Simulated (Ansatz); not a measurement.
A made-up structure of BSi2H3S, closed shell:

```xyz
7
angstrom
B -1.3989 -0.0911 -0.3390
Si -0.4127 1.4280 -1.0344
Si 0.9859 0.2456 0.3819
S 0.0201 -1.0906 -1.0233
H -0.8229 2.7874 -1.0196
H 0.7456 -0.1983 1.7775
H 2.4507 0.2819 0.1374
```

It is relaxed with PBE-D4/def2-SVP and then PBE0-D4/def2-TZVP (Ansatz 0.2.0). Atoms count as bonded within 1.22 times the sum of their covalent radii (H–H: 0.88 Å). The end point is not checked to be a true minimum.

Does its bonding change? (Judge from chemistry; the calculation decides.)

The calculation gives: Yes. Formed: B1–Si3; broken: Si2–S4.

Where it ends: The first stage lowers the energy by 3.60 eV in 13 steps. It ends as BSi₂H₃S ([SiH]1[B]2[S][SiH2]12):
```tsv
atom	x (Å)	y (Å)	z (Å)
B1	-0.6745	0.0856	-1.1005
Si2	-0.1235	1.8991	-1.3087
Si3	0.8975	0.2857	0.2552
S4	-0.3503	-1.4577	-0.4183
H5	-1.1263	2.1858	-0.1938
H6	0.6554	0.4714	1.7026
H7	2.2896	-0.1072	-0.0558
```

Labels in which every atom is bracketed show which atoms are joined, not bond orders.

For scale, one of the runs: PBE0-D4/def2-TZVP relaxation, 160 basis functions, launched by `ansatz run in.yaml --threads 2 --pin off --events-out ev --progress --plain --max-ram 4352MiB`. Hardware: 2 CPU threads of an AMD EPYC 7B13, shared host. Wall time about 38 s.
